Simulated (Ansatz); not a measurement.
XCu4: PBE-D4/def2-SVP single points in Ansatz on relaxed structures, gas phase. Each cluster is the lowest isomer that a short search found in that spin, judged at the geometry's level, and lower ones may exist. Core potentials for La, no spin–orbit coupling. HOMO and LUMO are taken over both spins. Binding counts from free atoms in the multiplicity of their measured ground term, without zero-point energy. A dash marks a value that wasn't run or was left out as unsound. The structures are stationary points that may keep the symmetry of their start. Remarks come from the PBE and PBE0 runs and from stability tests at other levels; not every state was tested.

| species | atoms | state | geometry | HOMO (eV) | LUMO (eV) | gap (eV) | binding per atom (eV) | point group (within 0.1 Å) | remarks |
| --- | --- | --- | --- | --- | --- | --- | --- | --- | --- |
| Cu4B | 5 | doublet | B3LYP-D4/def2-SVP | -4.24 | -3.80 | 0.43 | 2.63 | C2v | – |
| LaCu4 | 5 | doublet | r2SCAN-D4/def2-SVP | -3.46 | -2.95 | 0.51 | – | – | – |
| MgCu4 | 5 | singlet | r2SCAN-D4/def2-SVP | -4.00 | -2.76 | 1.25 | 1.89 | C2v | restricted SCF unstable in HF |

(1) Estimate the rows for GaCu4 (doublet, B3LYP-D4/def2-SVP geometry).

(1) 
| species | atoms | state | geometry | HOMO (eV) | LUMO (eV) | gap (eV) | binding per atom (eV) | point group (within 0.1 Å) |
| --- | --- | --- | --- | --- | --- | --- | --- | --- |
| GaCu4 | 5 | doublet | B3LYP-D4/def2-SVP | -4.08 | -3.66 | 0.42 | 2.31 | C2v |

The gap (eV) runs from 0.42 (GaCu4) to 1.25 (MgCu4).
